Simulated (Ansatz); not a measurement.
`CCO[SiH3]` and `CC[O][InH][CH3]` differ in one atom or group.

Ansatz, PBE0-D4/def2-TZVP geometries, multiplicity 1. Each molecule was computed in one conformer, which needn't be the lowest.

Elements past krypton have def2 core potentials.

```
                               property  `CCO[SiH3]`
    HOMO energy (B3LYP/def2-TZVPP) / eV        -7.88
  HOMO–LUMO gap (B3LYP/def2-TZVPP) / eV         8.02
  LUMO energy (ωB97M-V/def2-TZVPP) / eV         2.00
    LUMO energy (B3LYP/def2-TZVPP) / eV         0.13
     HOMO energy (PBE0/def2-TZVPP) / eV        -8.10
HOMO–LUMO gap (ωB97M-V/def2-TZVPP) / eV        12.47
```

(1) Give the same properties after the change, and the shifts. (Estimate.)

## Answers

(1) Computed: 
```
                               property  `CC[O][InH][CH3]`  shift
    HOMO energy (B3LYP/def2-TZVPP) / eV              -6.93   0.95
  HOMO–LUMO gap (B3LYP/def2-TZVPP) / eV               5.50  -2.52
  LUMO energy (ωB97M-V/def2-TZVPP) / eV               0.22  -1.78
    LUMO energy (B3LYP/def2-TZVPP) / eV              -1.44  -1.57
     HOMO energy (PBE0/def2-TZVPP) / eV              -7.14   0.96
HOMO–LUMO gap (ωB97M-V/def2-TZVPP) / eV               9.67  -2.80
```

With PBE0 the HOMO rises by 0.96 eV and the LUMO falls by 1.51 eV, so the gap narrows by about 2.47 eV. PBE moves the HOMO by 0.84 eV and ωB97M-V by 1.02 eV. The zero-point energy changes by 40.7 kJ/mol with +6 modes.

B3LYP here is the variant with VWN-RPA as its local correlation; programs differ in this.
